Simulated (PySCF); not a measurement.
C8H9F3.
Z-matrix (Å and degrees, PBE0-D3(BJ)/def2-SVP geometry), rows numbered from 1:
```
F 
C   1  1.3095
F   2  1.3134  1  111.61
C   2  1.3344  1  123.87  3   179.87
F   4  1.3418  2  116.77  1     0.29
C   4  1.4737  2  128.67  1  -179.83
C   6  1.5349  4  120.68  2     1.03
C   7  1.5518  6   98.97  4   179.82
C   8  1.5321  7   99.55  6     0.03
C   9  1.5422  8  101.92  7    44.28
C   9  1.5421  8  101.89  7   -44.32
H   7  1.0994  6  112.00  4   -60.72
H   7  1.0995  6  111.95  4    60.37
H   8  1.1004  7  112.55  6  -118.98
H   8  1.1005  7  112.52  6   119.01
H   9  1.0980  8  117.55  7  -179.99
H  10  1.0989  6  111.82  4   -45.32
H  10  1.1021  6  117.52  4    84.08
H  11  1.1021  6  117.50  4   -83.89
H  11  1.0989  6  111.81  4    45.46
```

The closed-shell ground state was solved at several levels (PySCF, density fitting, gas phase, non-relativistic).

```csv
level,basis functions,HOMO (eV),LUMO (eV),gap (eV),dipole (D)
mPW1PW91/pcSseg-2,522,-7.00,0.49,7.49,2.14
CAM-B3LYP/def2-SVPD,301,-8.46,1.10,9.56,2.29
PBE0/pcSseg-1,232,-6.97,0.59,7.56,2.07
```

(1) Estimate the row for B3LYP/pcJ-1, a basis of 387 functions; the other rows only guide the guess.

(2) Over all these levels, which gives the widest orbital gap and which the narrowest?

(3) How far do the dipole and the HOMO energy spread over the levels?

## Answers

(1) HOMO -6.75 eV, LUMO 0.33 eV, gap 7.08 eV, dipole 2.07 D.

(2) CAM-B3LYP/def2-SVPD (range-separated hybrid) has the widest, 9.56 eV, and B3LYP/pcJ-1 (global hybrid, 20 % exact exchange) the narrowest, 7.08 eV. Functional and basis both differ between the two, so the spread mixes both effects.

(3) The dipole runs from 2.07 to 2.29 D (mean 2.14 D) and the HOMO from -8.46 to -6.75 eV.

One conformer stands for the species.
